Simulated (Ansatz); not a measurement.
`[Br][GeH]([Br])[Br]` at its PBE0-D4/def2-TZVP geometry, where that method's forces vanish. The species carries charge 0 and has multiplicity 1.

```csv
atom,x (Å),y (Å),z (Å)
Br1,-1.358,0.523,-1.697
Ge2,-0.077,0.045,0.134
Br3,0.337,-2.202,0.188
Br4,1.908,1.165,-0.031
H5,-0.809,0.469,1.406
```

(1) For each bond, give half the difference of the two atoms' forces along it (eV/Å; positive pushes the atoms apart) under PBE-D4, r2SCAN-D4, B3LYP-D4, ωB97M-V in def2-TZVPP. (Best estimate.)

Answers

(1) Ansatz gave: 
| bond | length (Å) | PBE-D4 | r2SCAN-D4 | B3LYP-D4 | ωB97M-V |
| --- | --- | --- | --- | --- | --- |
| Br1–Ge2 | 2.285 | 0.20 | 0.05 | 0.22 | -0.02 |
| Ge2–Br3 | 2.285 | 0.20 | 0.05 | 0.22 | -0.02 |
| Ge2–Br4 | 2.285 | 0.20 | 0.05 | 0.22 | -0.02 |
| Ge2–H5 | 1.528 | 0.04 | -0.07 | -0.14 | -0.14 |

B3LYP here is the variant with VWN-RPA as its local correlation; programs differ in this.
